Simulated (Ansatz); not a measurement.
`C[SiH](O)F` + CH₃NH₂ → `CN[SiH](C)O` + H–F at 400 K and 1 bar (ligand exchange at the Si–F bond).

Isolated molecules relaxed with PBE0-D4/def2-TZVP in Ansatz; ΔE leaves out vibrations. CCSD(T)/CBS adds triple-zeta CCSD(T) − MP2 to the extrapolated MP2 energy (def2 sets, frozen cores). This one scheme is used for every species. One conformer a species, not always the lowest.

| species | CCSD(T)/CBS energy (Eh) | H − E (kJ/mol) | S (J/(mol·K)) |
| --- | --- | --- | --- |
| `C[SiH](O)F` | -505.24344 | 193.1 | 344.5 |
| CH₃NH₂ | -95.75281 | 185.4 | 256.0 |
| `CN[SiH](C)O` | -500.56717 | 339.5 | 411.6 |
| H–F | -100.39570 | 36.5 | 182.2 |

H − E and S are ideal-gas, rigid-rotor, harmonic terms from PBE0-D4/def2-TZVP, for one conformer and one mirror image of each species. 1 Eh = 2625.50 kJ/mol, R = 8.31446 J/(mol·K).

By hand: ΔE, ΔH, ΔS and ΔG.

ΔE = (-500.56717) + (-100.39570) − (-505.24344) − (-95.75281) = 0.03338 Eh = 87.6 kJ/mol. Δ(H − E) = 339.5 + 36.5 − 193.1 − 185.4 = -2.5, so ΔH = 85.1 kJ/mol. ΔS = 411.6 + 182.2 − 344.5 − 256.0 = -6.7 J/(mol·K). ΔG = 85.1 − 400 × (-6.7)/1000 = 87.8 kJ/mol.

By hand: the equilibrium constant, and the temperature at which ΔG would vanish if ΔH and ΔS stayed fixed.

log₁₀ K = −ΔG/(RT ln 10) = -11.5. ΔH and −TΔS have one sign here, so there is no such temperature.

The number of gas molecules stays the same, so ΔS is small and ΔH decides. A doubt of 5 kJ/mol in ΔE shifts log₁₀ K by 0.7 here. Other conformers and mirror images would add mixing entropy, several J/(mol·K) or more a flexible species. Modes under 60 cm⁻¹, often nearly free rotors, make the harmonic entropy too high. These are equilibria of isolated gas molecules and say nothing of rates. Largest T1 diagnostic: 0.011 (customary marks: 0.02 for closed shells, 0.045 for open ones).

ΔS is within the doubt of such terms, so its sign, and with it that verdict, could turn.
